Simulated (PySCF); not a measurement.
Static polarisabilities and like-pair C6 coefficients by linear response at PBE0/def2-SVPD (PySCF, frozen core in the response, non-relativistic, gas phase), PBE0-D3(BJ)/def2-SVP geometries, one conformer each; atomic units unless stated. Spin–orbit coupling is left out although an atom past zinc is present.

```
label                      species      α    C6
    P             `[AsH2]CC1CCCC1`  101.1  4065
    Q       `C=CC[C@@H]([AsH2])CC`  107.9  4379
    R            `C/C=C/C[As](C)C`  110.9  4468
    S  `FC(F)(F)[CH2][GeH2][SiH3]`   89.1  2969
    T              `C=CCC[As](C)C`  108.3  4365
    U            `CCC/C=C\C[AsH2]`  109.6  4428
```

Question: Estimate the unlike-pair coefficients by the rule C6(AB) = 2·C6(AA)·C6(BB) / [C6(AA)·αB/αA + C6(BB)·αA/αB], and compare with the geometric mean, for PS, PT, QS, QT, RS, RT, RU and TU.

Answer: 
```
pair  combination rule  geometric mean  ratio
  PS              3473            3474  1.000
  PT              4210            4213  0.999
  QS              3606            3606  1.000
  QT              4372            4372  1.000
  RS              3642            3642  1.000
  RT              4416            4416  1.000
  RU              4448            4448  1.000
  TU              4397            4397  1.000
```

The rule is exact for one-pole polarisabilities and never exceeds the geometric mean; the two meet where both partners have the same effective excitation energy. These unlike-pair values are estimates, not computed integrals.
